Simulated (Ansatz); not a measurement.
A search over several starts for the lowest SCF solution of Hg₅⁺ at the given spin, in a small basis.

```yaml
crystal:
  periodic: [false, false, false]
  atoms:
    - {symbol: Hg, position_ang: [1.943563, 0.212714, -0.449525]}
    - {symbol: Hg, position_ang: [-0.014300, -2.244298, -1.109740]}
    - {symbol: Hg, position_ang: [-0.542395, 2.060974, -1.324893]}
    - {symbol: Hg, position_ang: [0.524555, 0.172208, 2.444440]}
    - {symbol: Hg, position_ang: [-1.911412, -0.201608, 0.439718]}
basis:
  gaussian: {orbitals: def2-SVP, initial_orbitals: start.molden}
total_charge: 1
magnetization: {spin_polarized: true, initial_magnetization: 1}
hamiltonian: {xc: pbe}
output: {orbitals: {seedname: orbitals}}
```

The file start.molden holds the orbitals of an earlier run on this structure, at another level or in another basis.

```sh
$ ansatz run in.yaml --threads 4 --pin off --events-out ev --progress --plain --max-ram 4787MiB
```

Output, abridged:

```
Functional definition: PBE
1565 factors; their error is unknown
mean field evaluation 1: about -20884.2523 eV, gradient 6.8e0 eV
mean field evaluation 2: about -20884.4238 eV, gradient 1.6e-1 eV
mean field evaluation 4: about -20884.3348 eV, gradient 5.2e-4 eV
mean field evaluation 8: about -20883.5612 eV, gradient 1.6e1 eV
mean field evaluation 16: about -20884.3348 eV, gradient 4.2e-2 eV
mean field evaluation 32: about -20884.1766 eV, gradient 2.2e0 eV
mean field -20884.33482994 eV, -767.4851490898 hartree, gradient 2.3e-5 eV, S^2 0.750767; 3 other end points of the search recorded, 0 dependent functions left out
reference -20884.33487629 eV, -767.4851507930 hartree; 50, 49 occupied and 110, 111 virtual orbitals, 1565 factors
Total energy: -20884.33487629 eV, -767.4851507930 hartree
```

Run time 7.5 s (4 threads of Arm Neoverse V2 on a shared host).

In the def2 sets Hg takes a core potential; there is no spin–orbit coupling. Another isomer (doublet) lies 0.27 eV lower at PBE0/def2-TZVP; other spin states weren't run for this one.
